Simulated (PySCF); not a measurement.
# Trend along the fourth-period p block: MGa molecules

PBE0 with triple-zeta basis sets in PySCF, for the lowest determinant that a PBE0 search found; no spin–orbit coupling. De refers to high-spin ground-configuration atoms. A positive dipole means M(−)Ga(+).

```csv
M,basis,state (unpaired electrons),Re (Å),ωe (cm⁻¹),De (eV),μ (D)
As,cc-pVTZ-PP,triplet (π ↑↑),2.563,213,1.96,1.38
Se,x2c-TZVPPall,doublet (σ ↑),2.192,324,3.33,3.01
Br,def2-TZVPP,singlet (closed shell),2.374,265,4.39,2.49
```

The shortest bond is that of GaSe (2.192 Å), the longest that of GaAs (2.563 Å). GaBr is bound most strongly (4.39 eV) and GaAs least (1.96 eV).

The rows differ in basis set, which adds steps of its own.

The state changes along the series, so neighbouring rows are not always alike in their bonding.

States were picked by a PBE0 search and need not be the measured ground states.
